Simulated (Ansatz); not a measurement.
System: Al$_{2}$H$_{4}$, charge 0, multiplicity 1. 
Geometry from a B3LYP-D3(BJ)/def2-TZVP (Ansatz, a program for electronic structure) optimisation:
```
Al
H 1 1.5905
H 1 1.5905 2 116.05
Al 1 2.5886 2 121.97 3 180.00
H 4 1.5905 1 121.97 2 -90.00
H 4 1.5905 5 116.05 1 180.00
```

Basis-set convergence of Hartree-Fock and MP2 correlation energies (hartree) with Ansatz. Correlated levels leave the core frozen unless marked. Spin-orbit coupling is left out. Non-relativistic.

| basis | functions | E(HF) | E(corr, MP2) |
|---|---|---|---|
| aug-cc-pV(D+d)Z | 100 | -486.12943 | -0.13945 |
| aug-cc-pV(T+d)Z | 202 | … | … |

Fill in the missing entries.


- aug-cc-pV(T+d)Z, E(HF): -486.14549
- aug-cc-pV(T+d)Z, E(corr, MP2): -0.16625
